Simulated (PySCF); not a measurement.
**Excitation energy of Ge⁺ by level of theory**

Ge⁺ [Ar] 3d10 4s2 4p1 (2P) → Ge⁺ [Ar] 3d10 4s1 4p2, s spin flipped, as a difference of total energies. Calculation: PySCF 2.14, in aug-cc-pVTZ-PP with one added diffuse shell each of s, d, f type with ECP10MDF (7s5p5d3f, 68 functions); a scalar-relativistic core potential. Correlated levels: valence: 3s2 3p6 3d10 frozen. The calculations carry no spin-orbit coupling.

```json
{"method": "UHF", "excitation energy (eV)": "9.540"}
{"method": "PBE", "excitation energy (eV)": "8.602"}
{"method": "r2SCAN", "excitation energy (eV)": "8.833"}
{"method": "BHandHLYP", "excitation energy (eV)": "9.194"}
{"method": "wB97X-V", "excitation energy (eV)": "9.164"}
{"method": "MN15", "excitation energy (eV)": "8.536"}
{"method": "r2SCANh", "excitation energy (eV)": "8.910"}
{"method": "MP2 (valence)", "excitation energy (eV)": "8.962"}
{"method": "SCS-MP2 (valence)", "excitation energy (eV)": "8.910"}
```

Q: Estimate what LDA gives.

A: 8.769 eV, closest to r2SCAN among the rows shown.

Q: Estimate what PBE0 gives.

A: 8.859 eV, closest to r2SCAN among the rows shown.

The upper determinant mixes two multiplicities, so it lies between the two terms.
